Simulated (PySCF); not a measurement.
# Spin–spin coupling constants

Geometry:
```tsv
atom	x (Å)	y (Å)	z (Å)
C1	3.184	-0.060	0.015
N2	2.291	0.193	-1.076
C3	1.044	0.030	-0.933
Ge4	0.026	-0.574	0.656
N5	-1.732	-0.429	0.135
C6	-2.729	-1.266	0.749
C7	-2.221	0.875	-0.232
H8	3.748	0.860	0.243
H9	2.699	-0.414	0.947
H10	3.930	-0.810	-0.295
H11	0.412	0.226	-1.819
H12	0.355	0.283	1.909
H13	0.261	-2.060	0.984
H14	-2.315	-2.259	0.983
H15	-3.148	-0.846	1.689
H16	-3.580	-1.421	0.059
H17	-2.579	1.475	0.633
H18	-1.438	1.464	-0.736
H19	-3.067	0.789	-0.939
```

Couplings: B3LYP/pcJ-1 (pcSseg-1 on Ge) (spin–dipole term only in couplings to heteroatoms) in PySCF, geometry PBE0-D3(BJ)/def2-SVP; gas phase, one conformer, non-relativistic. Couplings are averaged over pairs made equivalent by symmetry, fast rotation or ring inversion, so a value needn't be that of the named pair in this geometry, while other rotamers aren't included; one pair stands for each set, and the list holds those of at least 0.8 Hz over up to four bonds.

Isotopes: 13C, 1H, 15N.

| pair | bonds | J (Hz) |
| --- | --- | --- |
| C1, N2 | 1 | 3.5 |
| C1, H8 | 1 | 139.3 |
| N2, C3 | 1 | -4.2 |
| C3, H11 | 1 | ? |
| N5, C6 | 1 | -7.3 |
| C6, H14 | 1 | 138.6 |
| C1, C3 | 2 | -4.0 |
| N2, H11 | 2 | -9.7 |
| C3, N5 | 2 | -6.5 |
| C3, H12 | 2 | ? |
| N5, H12 | 2 | -4.1 |
| N5, H14 | 2 | -1.4 |
| H8, H9 | 2 | -14.5 |
| H12, H13 | 2 | ? |
| H14, H15 | 2 | -12.4 |
| C1, H11 | 3 | 24.0 |
| N2, H12 | 3 | ? |
| C3, C6 | 3 | ? |
| C3, H8 | 3 | ? |
| C6, H12 | 3 | 1.6 |
| C6, H17 | 3 | ? |
| H11, H12 | 3 | 3.8 |
| C1, N5 | 4 | ? |
| H8, H11 | 4 | -2.8 |

Estimate the withheld couplings, with signs.

Results:


- 1J(C3,H11) = 182.0 Hz (bond length 1.105 Å, sp2 carbon)
- 2J(C3,H12) = 9.0 Hz (mean over equivalent pairs that range from 5.5 to 12.4 Hz in this conformer)
- 2J(H12,H13) = 18.8 Hz (angle at Ge4 109°)
- 3J(N2,H12) = -1.3 Hz (dihedral angle 54°)
- 3J(C3,C6) = 1.1 Hz (mean over equivalent pairs that range from -0.1 to 2.2 Hz in this conformer)
- 3J(C3,H8) = 11.3 Hz (mean over equivalent pairs that range from 10.1 to 13.5 Hz in this conformer)
- 3J(C6,H17) = 6.0 Hz (mean over equivalent pairs that range from 2.3 to 13.4 Hz in this conformer)
- 4J(C1,N5) = -0.9 Hz

Relativistic effects of the heavier atoms present are left out.
